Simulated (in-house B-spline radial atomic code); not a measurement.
Ionisation energies along the 37-electron series, configuration [Kr] 4d1, as differences of self-consistent energies. NIST's values go from ground level to ground level; the uncertainty of those that are theory runs from under 0.1 % in few-electron ions to several per cent in heavy many-electron ones. Computed with a B-spline radial code for spherical atoms: non-relativistic Hartree-Fock, average of the configuration, point nuclei.

This level leaves out relativity, spin-orbit splitting included, which matters for heavy ions.

```
  ion  configuration after  ionisation energy (eV)  IE/(q+1)² (eV)  -ε less Coulomb ΔSCF (eV)  tabulated value (eV)    tabulated kind  computed minus tabulated (eV)
La20+    [Ar] 3d10 4s2 4p6                   565.7          1.2827                    0.71068                   566  tabulated theory                           -0.3
Ce21+    [Ar] 3d10 4s2 4p6                   613.0          1.2666                    0.71868                   613  tabulated theory                            0.0
Pr22+    [Ar] 3d10 4s2 4p6                   662.2          1.2517                     0.7263                   663  tabulated theory                           -0.8
Nd23+    [Ar] 3d10 4s2 4p6                   713.0          1.2379                    0.73357                   714  tabulated theory                           -1.0
Pm24+    [Ar] 3d10 4s2 4p6                       ?               ?                          ?                     ?  tabulated theory                              ?
Sm25+    [Ar] 3d10 4s2 4p6                   819.9          1.2129                    0.74716                   822  tabulated theory                           -2.1
Eu26+    [Ar] 3d10 4s2 4p6                   876.0          1.2016                    0.75352                   879  tabulated theory                           -3.0
Gd27+    [Ar] 3d10 4s2 4p6                   933.8           1.191                    0.75962                   937  tabulated theory                           -3.2
Tb28+    [Ar] 3d10 4s2 4p6                   993.3           1.181                    0.76548                   997  tabulated theory                           -3.7
Dy29+    [Ar] 3d10 4s2 4p6                  1054.5          1.1717                    0.77111                  1059  tabulated theory                           -4.5
Ho30+    [Ar] 3d10 4s2 4p6                  1117.4          1.1628                    0.77652                  1122  tabulated theory                           -4.6
Er31+    [Ar] 3d10 4s2 4p6                       ?               ?                          ?                     ?  tabulated theory                              ?
Tm32+    [Ar] 3d10 4s2 4p6                       ?               ?                          ?                     ?  tabulated theory                              ?
Yb33+    [Ar] 3d10 4s2 4p6                  1316.6          1.1389                     0.7916                  1324  tabulated theory                           -7.4
Lu34+    [Ar] 3d10 4s2 4p6                  1386.4          1.1318                    0.79627                  1395  tabulated theory                           -8.6
Hf35+    [Ar] 3d10 4s2 4p6                  1458.0           1.125                    0.80078                  1467  tabulated theory                           -9.0
Ta36+    [Ar] 3d10 4s2 4p6                  1531.2          1.1185                    0.80514                  1542  tabulated theory                          -10.8
 W37+    [Ar] 3d10 4s2 4p6                  1606.2          1.1123                    0.80935                1621.7    semi-empirical                          -15.5
Re38+    [Ar] 3d10 4s2 4p6                  1682.9          1.1064                    0.81342                  1696  tabulated theory                          -13.1
Os39+    [Ar] 3d10 4s2 4p6                  1761.3          1.1008                    0.81737                  1776  tabulated theory                          -14.7
Ir40+    [Ar] 3d10 4s2 4p6                  1841.4          1.0954                    0.82119                  1857  tabulated theory                          -15.6
Pt41+    [Ar] 3d10 4s2 4p6                  1923.2          1.0903                    0.82489                  1941  tabulated theory                          -17.8
Au42+    [Ar] 3d10 4s2 4p6                  2006.7          1.0853                    0.82848                  2026  tabulated theory                          -19.3
```

Question: Fill in the row of Pm24+.

Answer: ionisation energy (eV): 765.6; IE/(q+1)² (eV): 1.225; -ε less Coulomb ΔSCF (eV): 0.74052; tabulated value (eV): 767; computed minus tabulated (eV): -1.4.

Question: Fill in the row of Er31+.

Answer: ionisation energy (eV): 1182.1; IE/(q+1)² (eV): 1.1544; -ε less Coulomb ΔSCF (eV): 0.78174; tabulated value (eV): 1188; computed minus tabulated (eV): -5.9.

Question: Fill in the row of Tm32+.

Answer: ionisation energy (eV): 1248.5; IE/(q+1)² (eV): 1.1465; -ε less Coulomb ΔSCF (eV): 0.78676; tabulated value (eV): 1255; computed minus tabulated (eV): -6.5.
